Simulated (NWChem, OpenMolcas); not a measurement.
How methods differ on InN2H5 (SMILES [NH2][InH][NH2])

The species is InN2H5 (8 atoms), meant as a singlet with charge 0. SMILES: `[NH2][InH][NH2]`. The coordinates come from a PBE0-D4/def2-TZVP relaxation.

```xyz
8

N    -0.9697    0.8580   -1.1270
In    0.2480    0.5648    0.4555
N     0.7427   -1.3752    0.7096
H    -1.4821    0.0768   -1.5066
H    -1.5382    1.6892   -1.1718
H     0.7990    1.8192    1.4675
H     1.5709   -1.6147    1.2318
H     0.6295   -2.0181   -0.0590
```

Quantity: the HOMO–LUMO gap, in eV. The values are calculated.

| level | kind | program | value (eV) | CPU time |
| --- | --- | --- | --- | --- |
| HF/def2-SVP (core potential) | Hartree–Fock | NWChem | 12.11 | 15 s |
| SVWN5/def2-SVP (core potential) | LDA | NWChem | 4.03 | 18 s |
| BLYP/def2-SVP (core potential) | GGA | OpenMolcas | 4.00 | 41 s |
| M06-L/def2-SVP (core potential) | meta-GGA | OpenMolcas | 4.68 | 50 s |
| TPSS/def2-SVP (core potential) | meta-GGA | OpenMolcas | 4.31 | 60 s |
| BHLYP/def2-SVP (core potential) | global hybrid | OpenMolcas | 8.10 | 35 s |
| M06-2X/def2-SVP (core potential) | hybrid meta-GGA | NWChem | 8.04 | 49 s |
| B2PLYP/def2-SVP (core potential) | double hybrid | OpenMolcas | 8.31 | 27 s |

The values span 4.00 to 12.11 eV. Orbital gaps aren't excitation energies, and those of double hybrids come from the SCF part alone; they tend to grow with the share of exact exchange. Times are those of the runs behind each value, whatever else they computed, on shared processors of several kinds: orders of magnitude only.
